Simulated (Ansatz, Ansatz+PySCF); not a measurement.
```xyz
2

Li    0.0000    0.0000   -2.0107
F     0.0000    0.0000    0.6702
```

Basis set: STO-3G (spherical functions). Left uncorrelated: 1 orbital. Charge 0, multiplicity 1.

Computed with Ansatz (development build ahead of 0.2.0); each method stands on the lowest determinant of its kind that the runs found. Restricted open shells among the atoms or ions are ROHF, correlated in semicanonical orbitals with singles. Restricted functionals stand beside restricted open-shell atoms, which can lie above the unrestricted atoms usual in DFT and then raise those values.

Q: Give the atomization energy at this shape (free ground-state atoms in the same class of orbitals less the molecule, no zero-point energy) of singlet LiF by PBE0 (unrestricted), PBE0 (restricted), RHF-CCSD(T), UHF-MP2, RHF-MP2, UHF-CCSD(T), RHF, UHF.

A:

| method | atomization energy |
| --- | --- |
| PBE0 (unrestricted) | 0.84 eV |
| PBE0 (restricted) | 0.45 eV |
| RHF-CCSD(T) | 0.50 eV |
| UHF-MP2 | 0.33 eV |
| RHF-MP2 | -1.01 eV |
| UHF-CCSD(T) | 0.34 eV |
| RHF | -2.76 eV |
| UHF | 0.30 eV |

Caution: the shape is not the minimum. Caution for PBE0 (unrestricted): the unrestricted determinant is spin contaminated. Caution for PBE0 (restricted), RHF-CCSD(T), RHF-MP2, RHF: an unrestricted determinant lies well below. Caution for RHF-CCSD(T), UHF-MP2, RHF-MP2, UHF-CCSD(T): large amplitudes, a single reference is doubtful. Caution for UHF-MP2, UHF-CCSD(T): a plain start can end on a higher determinant. Caution for UHF-MP2, UHF-CCSD(T), UHF: the unrestricted determinant is a mixture of spin states. Caution for RHF-MP2, RHF: the molecule lies well above its atoms at this level. Caution for RHF-MP2: the program doubts this total. Caution for UHF-CCSD(T): another reference gives a lower total.

This basis has no polarisation functions and is too small for such energies, which can lie far from measured ones in either direction.
